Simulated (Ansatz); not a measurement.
Mulliken charges of F₃H₃SSi₂, SMILES `F[SiH2]S[SiH](F)F` from PBE/def2-TZVPP in Ansatz (PBE0-D4/def2-TZVP geometry).

| atom | x (Å) | y (Å) | z (Å) | charge (e) |
| --- | --- | --- | --- | --- |
| F1 | -1.282 | -2.082 | 0.678 | -0.260 |
| Si2 | -0.184 | -1.055 | 1.203 | 0.512 |
| S3 | 1.267 | -0.678 | -0.317 | -0.262 |
| Si4 | 0.354 | 0.989 | -1.227 | 0.672 |
| F5 | 0.462 | 2.272 | -0.304 | -0.251 |
| F6 | -1.196 | 0.734 | -1.438 | -0.248 |
| H7 | -0.868 | 0.196 | 1.587 | -0.046 |
| H8 | 0.541 | -1.695 | 2.318 | -0.054 |
| H9 | 0.996 | 1.272 | -2.517 | -0.064 |

Question: By hand: the dipole of these point charges (1 e Å = 4.8032 D).

Answer: Σ q r = (0.273, 0.092, 0.094) e Å, of length 0.303 e Å = 1.46 D.

Question: How does the dipole of the full density compare? (An estimate is asked.)

Answer: Ansatz gave: (0.216, 0.023, 0.058) e Å, 1.08 D; the point charges give 1.35 times that, at 12° from its direction.

Point charges leave out the atoms' own dipoles, such as those of lone pairs, and Mulliken's split depends on the basis, so the two needn't agree.
